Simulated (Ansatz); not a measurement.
This geometry of BCl2H3S (7 atoms, charge 0, multiplicity 1) is a first-order saddle point.

Computed with RKS PBE/def2-SVP (Ansatz).

```xyz
7
Properties=species:S:1:pos:R:3
B 0.161 0.409 0.078
Cl -0.145 -0.455 2.069
Cl 1.572 -0.349 -0.690
H -0.937 0.281 -0.410
S 0.400 2.213 0.773
H 1.744 2.121 0.994
H 0.058 1.032 2.004
```

Task: Which two structures does it join? (They come from a converged band through this point; their orientation in space is the band's.)

Result: Bonds broken: B1–Cl2, S5–H7. Bonds formed: Cl2–H7. BCl2H3S becomes BClH2S + ClH.

Image 0:

```xyz
7
Properties=species:S:1:pos:R:3
B 0.128 0.045 0.205
Cl 0.123 -0.885 1.764
Cl 1.488 -0.311 -0.945
H -0.962 0.235 -0.300
S 0.582 2.103 0.745
H 1.695 1.840 1.492
H -0.202 2.226 1.858
```

Image 6:

```xyz
7
Properties=species:S:1:pos:R:3
B 0.299 0.700 -0.372
Cl -0.470 -0.505 2.998
Cl 1.630 -0.328 -0.865
H -0.834 0.424 -0.690
S 0.522 2.210 0.587
H 1.877 2.128 0.745
H -0.171 0.625 2.415
```

Task: How far does it lie above each of them?

Result: 0.61 eV above the first and 0.47 eV above the second. This is the barrier of this one path; another mechanism may lie lower. The orbitals stay closed-shell, which can raise the energy where a bond breaks towards radicals; this wasn't checked here.

The run took 54 s on 2 threads of Intel(R) Xeon(R) Platinum 8259CL CPU @ 2.50GHz (Skylake/Cascade Lake), on a shared host, peak memory 0.14 GiB.
